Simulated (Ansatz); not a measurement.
Input for Ansatz (development build ahead of 0.2.0):

```yaml
crystal:
  periodic: [false, false, false]
  atoms:
    - { symbol: C, position_ang: [0.0, 0.705, 0.0] }
    - { symbol: C, position_ang: [-0.99702, 1.70202, 0.0] }
    - { symbol: C, position_ang: [-2.40702, 1.70202, 0.0] }
    - { symbol: C, position_ang: [-3.40404, 0.705, 0.0] }
    - { symbol: C, position_ang: [-3.40404, -0.705, 0.0] }
    - { symbol: C, position_ang: [-2.40702, -1.70202, 0.0] }
    - { symbol: C, position_ang: [-0.99702, -1.70202, 0.0] }
    - { symbol: C, position_ang: [0.0, -0.705, 0.0] }
    - { symbol: C, position_ang: [0.99702, 1.70202, 0.0] }
    - { symbol: C, position_ang: [2.40702, 1.70202, 0.0] }
    - { symbol: C, position_ang: [3.40404, 0.705, 0.0] }
    - { symbol: C, position_ang: [3.40404, -0.705, 0.0] }
    - { symbol: C, position_ang: [2.40702, -1.70202, 0.0] }
    - { symbol: C, position_ang: [0.99702, -1.70202, 0.0] }
    - { symbol: H, position_ang: [-0.58181, 2.70443, 0.0] }
    - { symbol: H, position_ang: [-2.82223, 2.70443, 0.0] }
    - { symbol: H, position_ang: [-4.40645, 1.12021, 0.0] }
    - { symbol: H, position_ang: [-4.40645, -1.12021, 0.0] }
    - { symbol: H, position_ang: [-2.82223, -2.70443, 0.0] }
    - { symbol: H, position_ang: [-0.58181, -2.70443, 0.0] }
    - { symbol: H, position_ang: [0.58181, 2.70443, 0.0] }
    - { symbol: H, position_ang: [2.82223, 2.70443, 0.0] }
    - { symbol: H, position_ang: [4.40645, 1.12021, 0.0] }
    - { symbol: H, position_ang: [4.40645, -1.12021, 0.0] }
    - { symbol: H, position_ang: [2.82223, -2.70443, 0.0] }
    - { symbol: H, position_ang: [0.58181, -2.70443, 0.0] }
basis:
  gaussian: { orbitals: def2-SVP }
magnetization:
  spin_polarized: true
  initial_magnetization: 2
hamiltonian:
  xc: { name: wB97X }
```

The input is written out in the form of the current development build from the run's settings.

Results

```json
{
 "Converged": "yes",
 "Total energy": "-539.84383 hartree",
 "Spin squared of the determinant": "2.085",
 "Stability test": "minimum"
}
```

Caution: another spin multiplicity may lie lower.
